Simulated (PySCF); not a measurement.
## Electronic structure of Pb²⁺ (lead, charge +2) at the LDA level

Configuration: [Xe] 4f14 5d10 6s2, closed-shell 1S. All numbers are calculated (PySCF 2.14, scalar relativity by spin-free X2C-1e, in x2c-QZVPPall).

```
Total energy                        : -20872.94 hartree
One-electron energy                 : -28519.49 hartree
Hartree (Coulomb) energy            : 8028.60 hartree
Exchange-correlation energy         : -382.04 hartree
⟨S²⟩                                : 0.0000
⟨L²⟩                                : 0.000
Sum of ⟨r⟩                          : 42.28 bohr
Sum of ⟨r²⟩                         : 45.82 bohr²
Langevin diamagnetic susceptibility : -36.3 ×10⁻⁶ cm³/mol
```

```csv
shell,electrons,mean orbital energy (hartree),"rms radius, mean of both spins (bohr)"
1s,2,-3222.68553,0.0181
2s,2,-576.87711,0.0731
2p,6,-497.86665,0.0673
3s,2,-138.97540,0.187
3p,6,-116.18029,0.189
3d,10,-91.67195,0.173
4s,2,-31.91589,0.409
4p,6,-24.39107,0.436
4d,10,-15.35131,0.464
5s,2,-5.90422,0.904
4f,14,-5.51329,0.497
5p,6,-3.79628,1.04
5d,10,-1.39798,1.40
6s,2,-1.02226,2.30
```

Spin-orbit coupling, which splits the p, d and f shells strongly at this Z, is absent.

Densities and radii are taken from the X2C orbitals without a picture-change correction, which distorts them close to the nucleus.
